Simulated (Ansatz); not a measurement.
Ansatz (a program for electronic structure) input (PBE0/STO-3G):

Ansatz 0.2 input:
```yaml
crystal:
  periodic: [false, false, false]
  atoms:
    - {symbol: C, position_ang: [-1.59986225, -0.96342425, 0.53485818]}
    - {symbol: C, position_ang: [-1.84761398, 0.51089904, 0.53644546]}
    - {symbol: C, position_ang: [-0.52166099, 1.07140571, 0.10506725]}
    - {symbol: C, position_ang: [0.37574073, 0.10538681, -0.11956699]}
    - {symbol: C, position_ang: [-0.19878348, -1.27745223, 0.12438929]}
    - {symbol: C, position_ang: [1.71704168, 0.30791035, -0.53770049]}
    - {symbol: N, position_ang: [2.81173330, 0.43614752, -0.87710268]}
    - {symbol: H, position_ang: [-2.33629520, -1.70739986, 0.79609579]}
    - {symbol: H, position_ang: [-2.14746635, 0.89984308, 1.52110374]}
    - {symbol: H, position_ang: [-2.65465033, 0.81640878, -0.14626748]}
    - {symbol: H, position_ang: [-0.32640990, 2.12848321, -0.00722012]}
    - {symbol: H, position_ang: [0.37091151, -1.81755088, 0.89305295]}
    - {symbol: H, position_ang: [-0.13739311, -1.90116953, -0.77800237]}
basis:
  gaussian:
    orbitals: STO-3G
hamiltonian:
  xc: {name: PBE0}
magnetization: {spin_polarized: true, initial_magnetization: 1}
```

Output:

```
Functional definition: PBE0
integrals: 0.01 GiB planned
577 factors; integrals over basis functions are off by at most 5.5e-5 eV
0.09 GiB of the device are held for the grids
0.10 GiB of device memory are held for the factors and their scratch space
mean field: 0.17 GiB planned
mean field evaluation 1: about -7699.7536 eV, gradient 2.1e1 eV
mean field evaluation 2: about -7691.4900 eV, gradient 4.5e1 eV
mean field evaluation 4: about -7702.2500 eV, gradient 1.1e0 eV
mean field evaluation 8: about -7702.1743 eV, gradient 4.2e-2 eV
mean field evaluation 16: about -7702.1743 eV, gradient 2.1e-4 eV
mean field -7702.17429768 eV, -283.0496847183 hartree, gradient 1.3e-5 eV, S^2 0.755127; 0 other end points of the search recorded, 0 dependent functions left out
reference -7702.17431647 eV, -283.0496854091 hartree; 25, 24 occupied and 16, 17 virtual orbitals, 577 factors
Total energy: -7702.17431647 eV, -283.0496854091 hartree
```

It need not be the lowest isomer of its formula.
